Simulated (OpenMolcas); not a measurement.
**Pt4+: moving or changing the point charges**

Pt4+ among 6 point charges of -1.7 e arranged as a tetragonal octahedron (D4h), 2.24 Å from the ion, with the axial distance 2.397 Å.

```yaml
Program: OpenMolcas 26.06
Method: "SS-CASPT2, IPEA 0.25 Eh, imaginary shift 0.1 Eh (closed shells correlated: 5s 5p)"
Basis: ANO-RCC-VDZP [7s6p4d2f]
Scalar_Hamiltonian: DKH2, point nucleus
Active_space: 6 electrons in 5 orbitals (5d)
State_averaging: 2S+1 = 5 even, 5 roots; 2S+1 = 3 even, 45 roots; 2S+1 = 1 even, 50 roots
Spin-orbit_coupling: RASSI with atomic mean-field integrals over the reference wave functions
```

Runs around this geometry, states (labels of D4, the rotations of D4h). Energies in cm-1 above the lowest state or level, χT in cm3 K/mol.

```
R (Å)  q (e)  Axial / equatorial distance  Ground state  First state of that spin  First gap with spin-orbit (degeneracies)  χT at 300 K  First state of another spin
 2.24   -1.7                         0.98           5B2                    5E 440                                 55 (1, 2)        4.568                    3A2 15840
 2.24  -1.36                         1.07            5E                  5B2 1070                                 66 (1, 1)        4.794                     3E 16820
 2.02   -1.7                         1.07            5E                  5B2 1710                                250 (1, 1)        3.538                     3E 13620
 2.24   -1.7                         1.07            5E                  5B2 1350                                 19 (1, 1)        4.613                     3E 16060
 2.38   -1.7                         1.07            5E                  5B2 1170                                 64 (1, 1)        4.822                     3E 16970
```

Taking the first state of the same spin as R^-n, n = -ln(1170 / 1710) / ln(2.38 / 2.02) = 2.3 between the shortest and longest distance.

Scaling the charges by -1.36 / -1.7 = 0.80 scales the first state of the same spin by 1070 / 1350 = 0.79; with fixed orbitals a first-order splitting would follow the charge.

The ground state changes within this set.

Point charges give a weaker field than real ligands, and real ions of this kind are as a rule low spin; the high spin found here belongs to the model. Free-ion shares, where given, are those of the reference states; single-state CASPT2 does not remix them. Spin-orbit coupling mixes the spin-free states strongly: the lowest level takes only 54 % from its leading state, 5B2 (figures for R = 2.24, q = -1.7, ratio = 0.98; the like holds for R = 2.24, q = -1.36, ratio = 1.07, R = 2.02, q = -1.7, ratio = 1.07, R = 2.24, q = -1.7, ratio = 1.07, R = 2.38, q = -1.7, ratio = 1.07). An orbital doublet at a regular site is open to a Jahn-Teller distortion, which this geometry leaves out (holds for R = 2.24, q = -1.36, ratio = 1.07; R = 2.02, q = -1.7, ratio = 1.07; R = 2.24, q = -1.7, ratio = 1.07; R = 2.38, q = -1.7, ratio = 1.07). This shell can be high or low spin here, a state of another spin lies low, and with metal d orbitals alone active their balance is uncertain, so the ground spin may be wrong (holds for R = 2.02, q = -1.7, ratio = 1.07). This is an electrostatic model: the charges have no orbitals. No measured value stands beside these numbers.
